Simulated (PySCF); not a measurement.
Give a PBE0-D3(BJ)/def2-SVP geometry of `[F][Ti-2]([F])([F])([F])([F])[F]` ([TiF6]−2). (Charge -2 and singlet state.)

```xyz
7
TiF6 angstrom
F      1.5035    1.0463    0.3461
Ti     0.0025    0.0008   -0.0145
F      1.0496   -1.1282   -1.0660
F     -1.4988   -1.0439   -0.3764
F     -1.0443    1.1304    1.0372
F     -0.3590    1.0531   -1.5109
F      0.3658   -1.0506    1.4822
```

Any rigid rotation of these coordinates is as good. Atoms count from 1 in this order. All 6 F–Ti bonds measure 1.864 to 1.865 Å. Ti2 (titanium bonded to 6 F) is octahedral (the three widest angles are 180.0°, 180.0° and 179.9°, the others run from 89.7° to 90.2°).

Bonds between heavy atoms (Å): F1–Ti2 1.864, Ti2–F3 1.865, Ti2–F4 1.864, Ti2–F5 1.865, Ti2–F6 1.865, Ti2–F7 1.865.

Level of theory: PBE0-D3(BJ)/def2-SVP geometry optimisation, gas phase (PySCF).

Point group: Oh (every atom within 0.08 Å of its image). PBE0-D3(BJ)/def2-SVP frequencies: not computed here. Whether so highly charged an anion holds all its electrons in the gas phase wasn't checked; a finite basis holds them in any case. No counter-ion or solvent screens the charge of this multiply charged ion.
